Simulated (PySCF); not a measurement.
Core binding energy against partial charge

Compound: C6H11PSi.
Bonds: C1–C2, C2–C3 (double), C3–C4, C4–Si5, C4–C6 (double), C6–C7, C6–P8, C2–P8. Hydrogens: H9, H10, H11 on C1; H12 on C3; H13, H14, H15 on Si5; H16, H17, H18 on C7; H19 on P8.

Binding energies: delta-SCF UKS SCAN, pcX-2 on the ionised atom, pcseg-1 elsewhere, spin-free X2C (PySCF). Charges: PBE0/pcSseg-1 ground-state density, for the ionised atom.

```
atom                 environment  C 1s (eV)  Mulliken (e)  IAO (e)  Hirshfeld (e)  ESP (e)
  C4     unsaturated ring carbon     289.57        -0.255   -0.299         -0.113   -0.054
  C2     unsaturated ring carbon     289.80        -0.568   -0.191         -0.050   +0.164
  C6     unsaturated ring carbon     289.80        -0.573   -0.169         -0.041   +0.079
  C3  unsaturated ring CH carbon     289.89        -0.006   -0.164         -0.068   -0.361
  C1  carbon bonded to C and 3 H     290.75        -0.145   -0.413         -0.117   -0.421
  C7  carbon bonded to C and 3 H     290.76        -0.159   -0.415         -0.116   -0.508
```

Give the correlation coefficient and slope of binding energy on charge for each scheme.

Mulliken: r = 0.44, slope 1.0 eV per e; Hirshfeld: r = -0.59, slope -8.7 eV per e; ESP: r = -0.79, slope -1.5 eV per e; IAO: r = -0.81, slope -3.6 eV per e. On 6 points no scheme stands out.

The point-charge model writes a binding energy as kq + V + constant, with V the potential of the other atoms' charges at the site. What does it give with the Hirshfeld charges?

V = Σ 14.40 eV Å × q/r over all other atoms: +0.63 eV at C4, -0.24 eV at C2, -0.36 eV at C6, -0.09 eV at C3, +1.42 eV at C1, +1.51 eV at C7. Fitting binding energy − V to q gives k = 13.5 eV per e and leaves an rms residual of 0.15 eV, against 0.38 eV for the fit on q alone. The model has no term for differences in relaxation between sites.

Isolated species at its PBE0-D3(BJ)/def2-SVP geometry, gas phase.
